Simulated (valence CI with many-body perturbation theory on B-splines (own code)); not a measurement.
**Kr VI: configurations and terms from energies and g**

Calculated by configuration interaction combined with many-body perturbation theory (CI+MBPT): three valence electrons over a frozen Dirac-Fock core [Ar] 3d10, radial functions for each j: 11 s, 11 p, 9 d, 7 f, 5 g, 2 h, 1 i, with the one-electron correlation potential Σ1 (screened to all orders), the two-electron term Σ2, the three-electron term Σ3, Breit, model QED; selected single and double excitations, second order for the rest, scaled by the run's own slope (own B-spline code, finite nucleus).

Set against measurement, 39 paired levels are off by 174 cm⁻¹ on average, the worst by 872. These come from a selection out of Saloman, J. Phys. Chem. Ref. Data 36, 215 (2007). Levels without a partner in it may be off by more. 4 measured levels below the end of the list, from 390595 cm⁻¹ on, found no clear computed partner, and computed levels of the same name lie up to 2816 cm⁻¹ from them.

```
No.    J  Parity  E (eV)      g
  1  1/2     odd   0.000  0.666
  2  3/2     odd   1.005  1.334
  3  1/2    even  13.349  2.662
  4  3/2    even  13.765  1.732
  5  5/2    even  14.297  1.593
  6  3/2    even  17.549  0.805
  7  5/2    even  17.679  1.208
  8  1/2    even  21.081  1.723
  9  1/2    even  22.365  0.953
 10  3/2    even  22.801  1.330
 11  3/2    even  27.537  0.800
 12  5/2    even  27.652  1.200
 13  1/2    even  34.159  2.002
 15  5/2     odd  34.443  1.200
```

Energies count from the lowest level. Strongly mixed levels and levels close to another of their J and parity are left out, so the numbers can have gaps.

(1) Give configuration and LS term of each level.

Results:

(1) 1: 4s²4p ²P°; 2: 4s²4p ²P°; 3: 4s4p² ⁴P; 4: 4s4p² ⁴P; 5: 4s4p² ⁴P; 6: 4s4p² ²D; 7: 4s4p² ²D; 8: 4s4p² ²S; 9: 4s4p² ²P; 10: 4s4p² ²P; 11: 4s²4d ²D; 12: 4s²4d ²D; 13: 4s²5s ²S; 15: 4p³ ²D°.
